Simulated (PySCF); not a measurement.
NO2 (SMILES [O]N=O), doublet (typed; the unrestricted solution is spin-contaminated), at a GFN2-xTB geometry, with bond 3-2 at 1.6 times its length. Base run: B3LYP/6-311G** (PySCF).

Geometry (Å):
```xyz
3

O      1.0999    -0.1448     0.0006
N      0.0042     0.2948     0.0105
O     -1.7682    -0.3579    -0.0219
```
Charge 0, spin multiplicity 2.
Orbitals are unrestricted.
All else is at PySCF's defaults.
Base energy -205.03148 Eh.

Each row names what was changed in the base input (with any setting that the change needs).

```json
[
 {"change": "base", "ΔE vs base (mEh)": "0.000", "SCF cycles": "21", "<S^2>": "1.060", "outcome": "converged"},
 {"change": "init_guess = vsap", "ΔE vs base (mEh)": "0.000", "SCF cycles": "21", "<S^2>": "1.060", "outcome": "converged"},
 {"change": "level_shift = 0.3 (with mf.max_cycle = 100)", "ΔE vs base (mEh)": "0.000", "SCF cycles": "45", "<S^2>": "1.060", "outcome": "converged"},
 {"change": "init_guess = atom", "ΔE vs base (mEh)": "0.000", "SCF cycles": "21", "<S^2>": "1.060", "outcome": "converged"},
 {"change": "diis = off; damp = 0.6 (with mf.diis_start_cycle = 200; with mf.max_cycle = 150)", "ΔE vs base (mEh)": "-", "SCF cycles": "150", "<S^2>": "-", "outcome": "not converged"},
 {"change": "level_shift = 1.0 (with mf.max_cycle = 100)", "ΔE vs base (mEh)": "-", "SCF cycles": "100", "<S^2>": "-", "outcome": "not converged"},
 {"change": "diis_space = 2", "ΔE vs base (mEh)": "-", "SCF cycles": "50", "<S^2>": "-", "outcome": "not converged"},
 {"change": "init_guess = mod_huckel", "ΔE vs base (mEh)": "0.000", "SCF cycles": "31", "<S^2>": "1.060", "outcome": "converged"},
 {"change": "diis_space = 12", "ΔE vs base (mEh)": "0.000", "SCF cycles": "21", "<S^2>": "1.060", "outcome": "converged"},
 {"change": "conv_tol = 1e-7", "ΔE vs base (mEh)": "0.000", "SCF cycles": "19", "<S^2>": "1.060", "outcome": "converged"},
 {"change": "conv_tol = 1e-4", "ΔE vs base (mEh)": "0.004", "SCF cycles": "15", "<S^2>": "1.066", "outcome": "converged"},
 {"change": "DIIS = ADIIS", "ΔE vs base (mEh)": "-", "SCF cycles": "50", "<S^2>": "-", "outcome": "not converged"},
 {"change": "level_shift = 0.1 (with mf.max_cycle = 100)", "ΔE vs base (mEh)": "0.000", "SCF cycles": "29", "<S^2>": "1.060", "outcome": "converged"}
]
```

Open shells are given as the SCF converged; they aren't shown to be the lowest states, and a large step between rows can be another state.
